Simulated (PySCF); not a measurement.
Correlation energy of Ge (germanium, neutral)

[Ar] 3d10 4s2 4p2, high-spin 3P determinant. All numbers are calculated (PySCF 2.14, the spin-free X2C one-electron Hamiltonian (Gaussian nucleus), in cc-pVDZ-DK (5s4p2d, 27 functions)). Frozen: [Ar] 3d10; 4 electrons correlated.

MP2 pair energies summed by pair of shells (mhartree):

```tsv
pair	energy	share (%)
4s-4p	-23.13	58.2
4s-4s	-12.83	32.3
4p-4p	-3.79	9.5
```

Total MP2 correlation energy: -39.76 mhartree.

Same-spin part -6.82 and opposite-spin part -32.94 mhartree; SCS-MP2 scales them by 1/3 and 6/5 to -41.80 mhartree.

```
  level  correlation energy (mhartree)
   CCSD                         -55.50
    (T)                          -0.68
CCSD(T)                         -56.18
```

Diagnostics: T1 = 0.0075, D1 = 0.0209, largest double amplitude 0.094.

Is a single reference adequate?

Mostly. T1 lies below 0.03, but a double amplitude of this size points to a near-degeneracy that CCSD handles and MP2 describes poorly.
